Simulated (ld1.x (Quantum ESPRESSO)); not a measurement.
An all-electron radial function and its pseudo partner (Pd (Z = 46))

Columns: radius, all-electron u(r) and pseudo u(r) of the 4p shell (level -51.16 eV) of palladium in the configuration [Ar] 3d10 4s2 4p6 4d10 5s0; Wu–Cohen, scalar-relativistic, RRKJ scheme, ld1.x (Quantum ESPRESSO) 7.5.

```json
{"r (bohr)": "0.138", "all-electron": "0.0395", "pseudo": "0.0077"}
{"r (bohr)": "0.275", "all-electron": "-0.6023", "pseudo": "0.0814"}
{"r (bohr)": "0.413", "all-electron": "-0.2121", "pseudo": "0.2994"}
{"r (bohr)": "0.550", "all-electron": "0.4277", "pseudo": "0.6330"}
{"r (bohr)": "0.688", "all-electron": "0.8841", "pseudo": "0.9471"}
{"r (bohr)": "0.825", "all-electron": "1.0882", "pseudo": "1.1090"}
{"r (bohr)": "0.963", "all-electron": "1.1074", "pseudo": "1.1106"}
{"r (bohr)": "1.100", "all-electron": "1.0213", "pseudo": "1.0213"}
{"r (bohr)": "1.238", "all-electron": "0.8885", "pseudo": "0.8885"}
{"r (bohr)": "1.375", "all-electron": "0.7465", "pseudo": "0.7465"}
{"r (bohr)": "1.513", "all-electron": "0.6118", "pseudo": "0.6118"}
{"r (bohr)": "1.650", "all-electron": "0.4942", "pseudo": "0.4942"}
{"r (bohr)": "1.788", "all-electron": "0.3940", "pseudo": "0.3940"}
{"r (bohr)": "1.925", "all-electron": "0.3122", "pseudo": "0.3122"}
{"r (bohr)": "2.062", "all-electron": "0.2458", "pseudo": "0.2458"}
{"r (bohr)": "2.200", "all-electron": "0.1924", "pseudo": "0.1924"}
{"r (bohr)": "2.338", "all-electron": "0.1501", "pseudo": "0.1501"}
{"r (bohr)": "2.475", "all-electron": "0.1169", "pseudo": "0.1169"}
{"r (bohr)": "2.613", "all-electron": "0.0907", "pseudo": "0.0907"}
{"r (bohr)": "2.750", "all-electron": "0.0704", "pseudo": "0.0704"}
{"r (bohr)": "2.888", "all-electron": "0.0544", "pseudo": "0.0544"}
{"r (bohr)": "3.025", "all-electron": "0.0421", "pseudo": "0.0421"}
{"r (bohr)": "3.162", "all-electron": "0.0325", "pseudo": "0.0325"}
{"r (bohr)": "3.300", "all-electron": "0.0250", "pseudo": "0.0250"}
{"r (bohr)": "3.438", "all-electron": "0.0193", "pseudo": "0.0193"}
{"r (bohr)": "3.575", "all-electron": "0.0148", "pseudo": "0.0148"}
```

(1) How many radial nodes do the two functions have?

(2) At about which radius was the pseudo-wave matched?

(3) Is the pseudo-wave norm-conserving?

Results:

(1) The all-electron 4p function has n − l − 1 = 2; the pseudo-wave has 0, since the states of the same l below it are removed with the core.

(2) 1.08 bohr, where the columns begin to agree (steps of 0.14 bohr).

(3) Yes: the RRKJ scheme keeps the norm inside the radius equal to the all-electron one, which fixes the energy derivative of the logarithmic derivative at the level.
